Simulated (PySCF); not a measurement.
PBE on Se⁻ (selenium, charge -1), [Ar] 3d10 4s2 4p5, 2P determinant. All numbers are calculated (PySCF 2.14, scalar relativity by spin-free X2C-1e, in x2c-TZVPPall with one added diffuse shell each of s, p, d type (7s6p5d1f, 57 functions)).

```
cycle= 1 E= -2429.54918763042  delta_E= -0.0131  |g|= 0.151  |ddm|= 0.214
cycle= 2 E= -2429.54884854048  delta_E= 0.000339  |g|= 0.146  |ddm|= 0.107
cycle= 3 E= -2429.55148530298  delta_E= -0.00264  |g|= 0.018  |ddm|= 0.0783
cycle= 4 E= -2429.55171036186  delta_E= -0.000225  |g|= 0.00197  |ddm|= 0.0295
cycle= 5 E= -2429.55171430939  delta_E= -3.95e-06  |g|= 0.000125  |ddm|= 0.0037
cycle= 6 E= -2429.55171433449  delta_E= -2.51e-08  |g|= 2.34e-05  |ddm|= 0.000375
cycle= 7 E= -2429.55171433519  delta_E= -7.02e-10  |g|= 2.84e-06  |ddm|= 5.93e-05
converged SCF energy = -2429.55171433519  <S^2> = 0.75291862  2S+1 = 2.0029165
```

Highest occupied orbital energy: 1.030 eV; ⟨L²⟩ = 2.02; populations by l: s 8.00, p 17.00, d 10.00, f 0.00.

(1) Can this result be used?

Answers

(1) With care. Self-consistency was reached. At PBE the highest occupied level has a positive energy, so only the finite basis holds that electron; in a semilocal or global hybrid functional this comes from self-interaction and does not mean that the real anion is unbound.
